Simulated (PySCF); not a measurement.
Compound: C₈H₆Cl (doublet state).
SMILES with atom numbers: `[CH:1]#[C:2][C:3]1=[CH:4][CH:5][CH2:6][CH:7]=[C:8]1[Cl:9]` (hydrogens: H10 on C1; H11 on C4; H12 on C5; H13, H14 on C6; H15 on C7)

Cartesian coordinates in Å at the GFN2-xTB level; atoms count from 1:
```
atom  x, y, z in Å
C1     3.3903    0.7649    0.2576
C2     2.2150    0.5066    0.1723
C3     0.8560    0.2134    0.0762
C4    -0.1171    1.0879    0.6318
C5    -1.4371    0.8292    0.5515
C6    -1.9770   -0.3863   -0.1184
C7    -0.9146   -1.2676   -0.6814
C8     0.3956   -0.9624   -0.5773
Cl9    1.5838   -2.0299   -1.2577
H10    4.4132    0.9848    0.3284
H11    0.2400    1.9796    1.1267
H12   -2.1586    1.5092    0.9792
H13   -2.5913   -0.9607    0.5923
H14   -2.6725   -0.0921   -0.9197
H15   -1.2301   -2.1686   -1.1834
```

Method used: PySCF, UKS B3LYP, pcH-1 on C Cl H, non-relativistic, mean-field spin-orbit, GIAO. Isolated species at its GFN2-xTB geometry, gas phase. Couplings are sensitive to structure, and on GFN2-xTB geometries they can be far from those on DFT ones. Stability of the SCF solution: not tested. ⟨S²⟩ is 0.785 where a pure state has 0.75.

Largest spin populations (Mulliken): C3 (+0.48), C7 (+0.37), C5 (+0.35) and C1 (+0.33). Four atoms exceed +0.15. The positive populations add up to 1.63 and the negative ones to -0.63, together 2S = 1.

**Question.** McConnell's relation a(H) = Q·ρ ties the coupling of a proton on a planar π carbon to the spin population of that carbon. What Q do the computed values give?

**Answer.** 
```json
{"H": "H11", "C": "C4", "ρ(C)": "-0.172", "a(H) (G)": "+2.99", "a/ρ (G)": "-17.4"}
{"H": "H12", "C": "C5", "ρ(C)": "+0.351", "a(H) (G)": "-8.20", "a/ρ (G)": "-23.4"}
{"H": "H15", "C": "C7", "ρ(C)": "+0.365", "a(H) (G)": "-8.57", "a/ρ (G)": "-23.5"}
```

A least-squares line through the origin gives Q = -22.8 G with Mulliken populations. In McConnell's picture π spin on carbon polarises the C–H bond and leaves opposite spin at the proton, which makes Q negative, as found here. Where ρ is negative the coupling is positive.

**Question.** Leave H15 and its like out of the fit. How well does the relation then predict its coupling?

**Answer.** The other protons give Q = -22.2 G, so a = -22.2 × 0.365 ≈ -8.11 G, against the computed -8.57 G.

Couplings in gauss use g_iso = 2.0024.

The SMILES draws the unpaired electron on C5; the largest computed Mulliken spin population is on C3 (0.48 against 0.35).
